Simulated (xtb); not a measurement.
xtb input (GFN1-xTB):

```bash
xtb mol.xyz --gfn 1 --sp --chrg 1 --uhf 0
```
mol.xyz:
```
16

C      1.53577866     0.49359512     0.96784267
Si    -0.02995866     0.17726895     0.04587916
C     -1.59408023    -0.04316149     0.99800651
N     -0.20189783     1.10132068    -1.35163757
N      0.27396804    -1.63213538    -0.61590846
H      2.40525676     0.51976832     0.30704996
H      1.71597815    -0.25712134     1.74008589
H      1.47446287     1.46404794     1.46498521
H     -1.85028856     0.89386814     1.49702732
H     -2.43481482    -0.31028202     0.35369588
H     -1.49938325    -0.80854125     1.77107375
H     -1.09431243     1.34097057    -1.75506685
H      0.55197170     1.62330083    -1.77093282
H      0.39929181    -2.32115894     0.12696041
H     -0.50848239    -1.94511576    -1.19195471
H      1.10505942    -1.66840065    -1.20750512
```

End of the output:

```
         :::::::::::::::::::::::::::::::::::::::::::::::::::::
         ::                     SUMMARY                     ::
         :::::::::::::::::::::::::::::::::::::::::::::::::::::
         :: total energy             -18.078746477556 Eh    ::
         :: gradient norm              0.024832718219 Eh/a0 ::
         :: HOMO-LUMO gap              6.535050594838 eV    ::
         ::.................................................::
         :: SCC energy               -18.315477574620 Eh    ::
         :: -> electrostatic           0.106144778148 Eh    ::
         :: repulsion energy           0.242662584064 Eh    ::
         :: dispersion energy         -0.005931487000 Eh    ::
         :: halogen bond corr.         0.000000000000 Eh    ::
         :: add. restraining           0.000000000000 Eh    ::
         :: total charge               1.000000000000 e     ::
         :::::::::::::::::::::::::::::::::::::::::::::::::::::

           -------------------------------------------------
          |                Property Printout                |
           -------------------------------------------------

    * Orbital Energies and Occupations

         #    Occupation            Energy/Eh            Energy/eV
      -------------------------------------------------------------
         1        2.0000           -0.9875329             -26.8721
       ...           ...                  ...                  ...
         4        2.0000           -0.7760137             -21.1164
         5        2.0000           -0.7756534             -21.1066
         6        2.0000           -0.7657617             -20.8374
         7        2.0000           -0.7387353             -20.1020
         8        2.0000           -0.7111019             -19.3501
         9        2.0000           -0.6854887             -18.6531
        10        2.0000           -0.6708871             -18.2558
        11        2.0000           -0.6611444             -17.9907
        12        2.0000           -0.6600304             -17.9603
        13        2.0000           -0.6588186             -17.9274
        14        2.0000           -0.6310883             -17.1728
        15        2.0000           -0.5958766             -16.2146
        16        2.0000           -0.5899239             -16.0526 (HOMO)
        17                         -0.3497652              -9.5176 (LUMO)
        18                         -0.3182160              -8.6591
        19                         -0.3042060              -8.2779
        20                         -0.3032994              -8.2532
        21                         -0.2698515              -7.3430
        22                         -0.2622509              -7.1362
        23                         -0.2594522              -7.0601
        24                         -0.2379210              -6.4742
        25                         -0.2369898              -6.4488
        26                         -0.2025469              -5.5116
        27                         -0.1888904              -5.1400
       ...                                ...                  ...
        47                          1.2010211              32.6814
      -------------------------------------------------------------
                  HL-Gap            0.2401587 Eh            6.5351 eV
             Fermi-level           -0.4698445 Eh          -12.7851 eV

  Mulliken/CM5 charges         n(s)   n(p)   n(d)
     1C    -0.18382 -0.28644   1.000  3.183  0.000
     2Si    0.44408  0.35325   1.170  1.488  0.898
     3C    -0.18382 -0.28644   1.000  3.183  0.000
     4N    -0.47071 -0.89054   1.421  4.050  0.000
     5N    -0.34836 -0.91441   1.471  3.877  0.000
     6H     0.07542  0.13166   0.925  0.000  0.000
     7H     0.07220  0.12807   0.928  0.000  0.000
     8H     0.09023  0.14624   0.910  0.000  0.000
     9H     0.09023  0.14624   0.910  0.000  0.000
    10H     0.07542  0.13166   0.925  0.000  0.000
    11H     0.07220  0.12807   0.928  0.000  0.000
    12H     0.24733  0.44086   0.753  0.000  0.000
    13H     0.24733  0.44086   0.753  0.000  0.000
    14H     0.25670  0.44204   0.743  0.000  0.000
    15H     0.25780  0.44445   0.742  0.000  0.000
    16H     0.25780  0.44445   0.742  0.000  0.000

Wiberg/Mayer (AO) data.
largest (>0.10) Wiberg bond orders for each atom

 ---------------------------------------------------------------------------
     #   Z sym  total        # sym  WBO       # sym  WBO       # sym  WBO
 ---------------------------------------------------------------------------
     1   6 C    3.970 --     2 Si   1.091     7 H    0.931     6 H    0.928
                             8 H    0.923
     2  14 Si   4.681 --     4 N    1.403     1 C    1.091     3 C    1.091
                             5 N    0.634
     3   6 C    3.970 --     2 Si   1.091    11 H    0.931    10 H    0.928
                             9 H    0.923
     4   7 N    3.271 --     2 Si   1.403    13 H    0.891    12 H    0.891
     5   7 N    3.419 --    14 H    0.913    16 H    0.910    15 H    0.910
                             2 Si   0.634
     6   1 H    0.992 --     1 C    0.928
     7   1 H    0.993 --     1 C    0.931
     8   1 H    0.991 --     1 C    0.923
     9   1 H    0.991 --     3 C    0.923
    10   1 H    0.992 --     3 C    0.928
    11   1 H    0.993 --     3 C    0.931
    12   1 H    0.938 --     4 N    0.891
    13   1 H    0.938 --     4 N    0.891
    14   1 H    0.938 --     5 N    0.913
    15   1 H    0.941 --     5 N    0.910
    16   1 H    0.941 --     5 N    0.910
 ---------------------------------------------------------------------------

Topologies differ in total number of bonds
Writing topology from bond orders to xtbtopo.mol

 dipole moment from electron density (au)
     X       Y       Z
   0.2628  -1.5870  -0.9756  total (Debye):    4.782

           -------------------------------------------------
          | TOTAL ENERGY              -18.078746477556 Eh   |
          | GRADIENT NORM               0.024832718219 Eh/α |
          | HOMO-LUMO GAP               6.535050594838 eV   |
           -------------------------------------------------

------------------------------------------------------------------------
------------------------------------------------------------------------
 total:
Note: The following floating-point exceptions are signalling: IEEE_DENORMAL
normal termination of xtb
 SCF:
```

It need not be the lowest isomer of its formula.
